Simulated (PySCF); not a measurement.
## Bond length, frequency and bond energy of GaP⁺ by level of theory

State: ⁴Σ⁻ (quartet), unpaired electrons σ ↑, π ↑↑. Set-up: basis Ga def2-TZVPPD, P def2-TZVPPD; no relativity; PySCF 2.14. De refers to Ga⁺ + P in their high-spin ground configurations, without counterpoise correction. The functionals are run spin-unrestricted. A positive dipole points towards P; it is taken about the centre of mass and depends on that origin. Levels whose curve was spin-contaminated or gave no clean fit are not listed.

| Level | Re (Å) | ωe (cm⁻¹) | De (eV) | μ (D) | CPU s a point (SCF and correlation, without the integrals) |
| --- | --- | --- | --- | --- | --- |
| UHF-MP2 | 2.737 | 126 | 0.405 | n/a | 3.8 |
| UHF-SCS-MP2 | 2.798 | 114 | 0.346 | n/a | n/a |
| UHF-CCSD | 2.763 | 123 | 0.368 | n/a | n/a |
| UHF-CCSD(T) | 2.707 | 135 | 0.420 | n/a | 160 |
| PBE | 2.596 | 170 | 0.73 | 0.02 | 2 |
| revPBE | 2.635 | 156 | 0.62 | -0.08 | 1.3 |
| r²SCAN | 2.550 | 178 | 0.71 | -0.01 | 3.2 |
| M06-L | 2.643 | 150 | 0.62 | -0.12 | 3 |
| TPSSh | 2.596 | 162 | 0.64 | -0.14 | 4.4 |
| PBE0 | 2.606 | 161 | 0.63 | -0.15 | 4.3 |
| B97-3 | 2.670 | 145 | 0.54 | -0.31 | 2.7 |
| BHandHLYP | 2.715 | 133 | 0.467 | -0.41 | 2.7 |
| ωB97X-V | 2.663 | 142 | 0.52 | -0.33 | 8.8 |

Problem. Which functional lies closest to UHF-CCSD(T) in De, which farthest, and by how much do they differ from it?

Solution. Closest is BHandHLYP (+0.8 pm in Re, -1.5 % in ωe, +0.05 eV in De against UHF-CCSD(T) in the same basis), farthest PBE (-11.1 pm in Re, +25.9 % in ωe, +0.31 eV in De). CCSD(T) converges more slowly with the basis than the functionals do and binds too weakly in this one, so the order can change at the basis-set limit.

Problem. What does a quarter of exact exchange do here, going from PBE to PBE0?

Solution. PBE0 less PBE: +1.0 pm in Re, -5.3 % in ωe, -0.10 eV in De. Exact exchange removes part of the self-interaction that spreads semilocal densities, and in most molecules shortens and stiffens the bond and lowers De; here Re and ωe go the other way.

Problem. What does the step from GGA to meta-GGA do here, going from PBE to r²SCAN?

Solution. r²SCAN less PBE: -4.6 pm in Re, +4.7 % in ωe, -0.02 eV in De. 

Correlated steps freeze 14 core orbitals. Spin–orbit coupling is left out. For an ion De counts to the pair picked by the measured ionisation energies or electron affinities, which need not be the lowest pair at this level. The state is the lowest determinant that a PBE0 search found; another state may lie lower at other levels.

The whole job (state search and all levels along the bond) took about 17 min on 2 threads of Arm Neoverse V1 (shared host), peak memory 4.6 GiB.
